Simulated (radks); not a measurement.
Values are calculated unless marked as measured or tabulated.
Excited configurations of the ytterbium ion Yb58+: one electron is placed in a higher orbital outside [Ne] 3s1. The ground configuration is [Ne] 3s2. Level of theory: Dirac Kohn-Sham, BLYP, spin-unpolarised, spherical densities, finite nucleus; open shells fill j = l - 1/2 first; Fermi nuclear charge, rms radius 5.3108 fm (a radial shooting solver on a logarithmic mesh with Libxc functionals). Excitation = E - E(ground); binding = E(ion) - E, where the ion is the core of charge +59; n* = 59/sqrt(2 binding) in atomic units. These energies are relativistic, and a one-electron ion of charge +59 with no core already has n* below n in this formula (Dirac formula, point nucleus: 3p1/2 2.926, 4s1/2 3.920, 4f5/2 3.986, 5f5/2 4.983, 6p1/2 5.914, 6d3/2 5.965, 7p1/2 6.913, 7d3/2 6.963, 7f5/2 6.979). The quantum defect is therefore taken as that value minus n*, so that it holds no relativistic shift of the bare ion.

outer orbital,excitation (eV),binding (eV),quantum defect,<r> (bohr)
3p1/2,144.50,5991.2,0.115,0.1842
4s1/2,2811.2,3324.5,0.146,0.3617
4f5/2,3136.0,2999.7,0.013,0.2983
5f5/2,4214.6,1921.1,0.018,0.5244
6p1/2,4730.7,1405.0,0.108,0.8392
6d3/2,4784.1,1351.6,0.045,0.8391
7p1/2,5114.9,1020.8,0.101,1.162
7d3/2,5148.0,987.71,0.038,1.167
7f5/2,5160.3,975.38,0.011,1.132

The Delta-SCF ionisation energy is 6135.7 eV (NIST Atomic Spectra Database: 6111 eV, theoretical). Self-interaction in the functional shifts the binding energies and quantum defects, so they are the method's values and not measured ones. Spin polarisation and multiplet splitting are left out, so open shells lie too high by an amount that depends on their filling.

Beside tabulated values, note that spin-unpolarised runs miss the spin-polarisation part of the exchange energy of open shells.
